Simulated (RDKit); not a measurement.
Input file for RDKit: UFF on AsH5S (a complex), monomers drawn apart or pushed together.

```python
from rdkit import Chem
from rdkit.Chem import AllChem, rdDetermineBonds

blocks = [
'''3

S    -0.28019333    0.37876062    0.35636734
H    -0.42542070   -0.95568377    0.34686382
H     1.00566485    0.29105727    0.73162682
''',
'''4

As    0.10656308   -1.40665145    6.88900433
H    -1.36284776   -1.64851732    6.57058929
H    -0.10064389    0.09800857    6.99423836
H    -0.12015288   -1.60732291    8.38653455
''',
]
mol = None
for b in blocks:
    f = Chem.MolFromXYZBlock(b)
    rdDetermineBonds.DetermineBonds(f, charge=0)
    mol = f if mol is None else Chem.CombineMols(mol, f)
Chem.SanitizeMol(mol)
print(Chem.MolToSmiles(Chem.RemoveHs(mol)))
ff = AllChem.UFFGetMoleculeForceField(mol, vdwThresh=100.0, ignoreInterfragInteractions=False)
e = ff.CalcEnergy()
print(f'UFF energy {e:.6f} kcal/mol')
```

The log:

```
S.[AsH3]
UFF energy 2.713385 kcal/mol
```

The run finished.

Cost: around 0.04 core-seconds (rough).
